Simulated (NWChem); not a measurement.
## Spin states of Ga

```xyz
1

Ga     0.0000     0.0000     0.0000
```
Charge 0, spin multiplicity 2.

Everything below was run with NWChem.

Basis set: def2-TZVP. The gap is E(quartet) − E(doublet), so a negative value puts the higher spin lower. Open shells are unrestricted, coupled cluster uses restricted open-shell references. The quartet is the single determinant that the SCF runs reached, with unpaired electrons in orbitals of symmetry ag and b2u and b3u (D2h labels); it need not be the lowest quartet, which in molecules with degenerate π orbitals can need several determinants. Where the lowest doublet needs several determinants, the single determinant used here isn't a pure state and places it wrongly.

The Hamiltonian is non-relativistic. The correlated methods keep 9 core orbitals frozen. The stability of the SCF solutions was not checked. Open-shell Hartree-Fock references start from PBE0 orbitals. Coupled-cluster values serve here as a point of comparison, not as the truth.

Question: Order these methods by the vertical doublet-quartet gap they give, lowest first: CCSD(T), MP2, LC-wPBE (omega 0.3 per bohr), TPSS, PBE, B2PLYP.

Answer: MP2 (91.7 kcal/mol), CCSD(T) (97.6 kcal/mol), LC-wPBE (omega 0.3 per bohr) (101.8 kcal/mol), TPSS (106.0 kcal/mol), B2PLYP (107.4 kcal/mol), PBE (110.8 kcal/mol)
